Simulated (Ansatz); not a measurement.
CH5NS2Si, SMILES `C=N[SiH](S)S`. The species carries charge 0 and has multiplicity 1. The geometry is a stationary point of PBE0-D4/def2-TZVP. It is one conformer, not always the lowest.

```xyz
10

C     0.997   -1.305    1.013
N     0.639   -0.601    0.035
Si   -0.640    0.571    0.043
S     0.262    2.453   -0.367
S    -2.101   -0.112   -1.344
H     1.821   -2.020    0.903
H     0.535   -1.264    2.011
H    -1.369    0.750    1.326
H     1.036    1.950   -1.345
H    -1.181   -0.424   -2.274
```

**Question.** What is the dipole moment at PBE/def2-TZVPP? (Estimate.)

**Answer.** Computed: 1.87 D, with components (1.17, -1.31, 0.63) D in this frame, pointing from negative to positive charge.

**Question.** And with r2SCAN, B3LYP, ωB97M-V? (Best estimate.)

**Answer.** The calculation gave: r2SCAN 2.01 D, B3LYP 2.00 D, ωB97M-V 2.10 D.

**Question.** Give the Mulliken charges with PBE, ωB97M-V, B3LYP in def2-TZVPP. (An estimate is asked.)

**Answer.** Computed: 
```tsv
atom	PBE	ωB97M-V	B3LYP
C1	-0.08	-0.06	-0.09
N2	-0.21	-0.29	-0.26
Si3	0.43	0.41	0.52
S4	-0.24	-0.24	-0.26
S5	-0.24	-0.24	-0.26
H6	0.10	0.11	0.11
H7	0.08	0.10	0.09
H8	-0.07	-0.03	-0.08
H9	0.12	0.12	0.11
H10	0.12	0.12	0.11
```

B3LYP here is the variant with VWN-RPA as its local correlation; programs differ in this.
